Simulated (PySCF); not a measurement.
A PySCF script (with the pyscf-properties extension) for the NMR shieldings of `[C@@H]1(CC=C)C[C@@H]([Si@H](F)[SiH3])O1`, C₆H₁₃FOSi₂, on a GFN2-xTB geometry:

```python
import basis_set_exchange as bse
import numpy as np
from pyscf import gto, dft
from pyscf.prop import nmr

atoms = """
C     4.009628    1.386432   -0.225598
C     3.133420    0.422229   -0.433651
C     1.806584    0.613204   -1.095159
C     0.669157    0.289993   -0.127682
C     0.447773   -1.184705    0.219647
C    -0.962433   -0.968774   -0.342547
Si   -2.419925   -0.854327    0.876742
F    -2.835429   -2.399766    1.183582
Si   -4.183974    0.323487   -0.023318
O    -0.626401    0.389464   -0.729165
H     3.822206    2.399612   -0.541237
H     4.953372    1.205230    0.260036
H     3.345603   -0.586831   -0.104570
H     1.691064    1.643196   -1.436265
H     1.719908   -0.047816   -1.962184
H     0.733775    0.948580    0.748974
H     0.506843   -1.438479    1.275340
H     1.060771   -1.875014   -0.356184
H    -1.178648   -1.570756   -1.232648
H    -1.872509   -0.454623    2.175472
H    -4.473660   -0.061024   -1.408976
H    -3.941237    1.766497   -0.000796
H    -5.410638    0.081173    0.745548
"""
names = dict.fromkeys(["C", "Si", "F", "O", "H"], "pcSseg-1")
basis = {el: gto.basis.parse(bse.get_basis(n, elements=[el], fmt="nwchem")) for el, n in names.items()}
mol = gto.M(atom=atoms, basis=basis, charge=0, verbose=0)
mf = dft.RKS(mol, xc="PBE0")
mf.grids.level = 2
mf.grids.alignment = dft.numint.BLKSIZE   # the property module wants whole blocks of grid points
mf.conv_tol = 1e-9
mf.kernel()

calc = nmr.RKS(mf)   # GIAO
C = mf.mo_coeff
Co = C[:, mf.mo_occ > 0]
resp = mf.gen_response(singlet=True, hermi=2)
def vind(x):   # induced exchange potential for any number of trial vectors
    d = np.einsum("pi,xij,qj->xpq", C, 2 * x.reshape(-1, C.shape[1], Co.shape[1]), Co, optimize=True)
    return np.einsum("xpq,pi,qj->xij", resp(d - d.transpose(0, 2, 1)), C, Co, optimize=True).ravel()
mo1, _ = nmr.rhf.solve_mo1(calc, with_cphf=vind)
sigma = calc.kernel(mo1)
for i, s in enumerate(sigma):   # ppm
    w = np.linalg.eigvalsh((s + s.T) / 2)
    print("%2d %-2s iso %8.1f  s11 %8.1f  s22 %8.1f  s33 %8.1f" % (i, mol.atom_pure_symbol(i), w.mean(), *w))
```

Task: What does it print?

Result: 
```
 0 C  iso     61.8  s11    -52.6  s22     80.3  s33    157.6
 1 C  iso     47.0  s11    -77.9  s22     52.3  s33    166.6
 2 C  iso    137.8  s11    120.0  s22    139.1  s33    154.2
 3 C  iso    101.7  s11     70.1  s22     86.2  s33    148.8
 4 C  iso    153.1  s11    139.4  s22    143.5  s33    176.5
 5 C  iso    113.9  s11     81.9  s22     90.2  s33    169.6
 6 Si iso    326.7  s11    262.6  s22    340.0  s33    377.5
 7 F  iso    398.8  s11    371.4  s22    382.3  s33    442.6
 8 Si iso    470.4  s11    464.2  s22    470.7  s33    476.3
 9 O  iso    307.5  s11    232.5  s22    291.0  s33    399.0
10 H  iso     26.2  s11     22.6  s22     25.5  s33     30.5
11 H  iso     26.3  s11     23.2  s22     25.3  s33     30.5
12 H  iso     25.8  s11     22.8  s22     24.4  s33     30.2
13 H  iso     29.2  s11     26.0  s22     28.6  s33     33.1
14 H  iso     29.1  s11     26.2  s22     29.0  s33     32.0
15 H  iso     27.1  s11     23.8  s22     26.9  s33     30.4
16 H  iso     28.8  s11     25.1  s22     28.6  s33     32.8
17 H  iso     28.8  s11     26.5  s22     27.5  s33     32.5
18 H  iso     26.7  s11     24.3  s22     26.1  s33     29.7
19 H  iso     26.1  s11     23.5  s22     25.1  s33     29.6
20 H  iso     28.3  s11     24.8  s22     26.5  s33     33.4
21 H  iso     28.3  s11     24.7  s22     26.9  s33     33.3
22 H  iso     28.2  s11     25.0  s22     25.6  s33     34.1
```

These numbers come from an equivalent density-fitted implementation of the same equations, which agrees with the script to about 0.01 ppm for H and up to a few tenths of a ppm for heavy atoms, so last digits may differ.

Task: Turn these shieldings into chemical shifts. Shifts are taken against calculated references (same method and geometry level): $^{13}$C (σ = 186.93 ppm), $^{29}$Si (σ = 349.16 ppm), $^{1}$H (σ = 31.72 ppm) vs TMS; CFCl3 for $^{19}$F (σ = 170.95 ppm); H2O for $^{17}$O (σ = 336.08 ppm).

Result: Averaging equivalent atoms: C 1: 139.9; C 0: 125.2; C 3: 85.2; C 5: 73.0; C 2: 49.2; C 4: 33.8; Si 6: 22.5; Si 8: -121.2; F 7: -227.8; O 9: 28.6; H 12: 5.91; H 19: 5.63; H 10: 5.53; H 11: 5.40; H 18: 5.04; H 15: 4.66; H 20/21/22: 3.45; H 17: 2.89; H 16: 2.89; H 14: 2.63; H 13: 2.50 ppm. Unscaled 19F shifts against computed CFCl3 carry errors that often reach 10 to 50 ppm. Experimental scales use liquid or dissolved standards, which lie at an offset from isolated H2O (liquid H2O: subtract about 36 ppm).

Size and cost of the density-fitted run: 249 basis functions, 71 s wall time on 1 thread of an Arm Neoverse V1, shared host; peak memory 1.2 GiB.
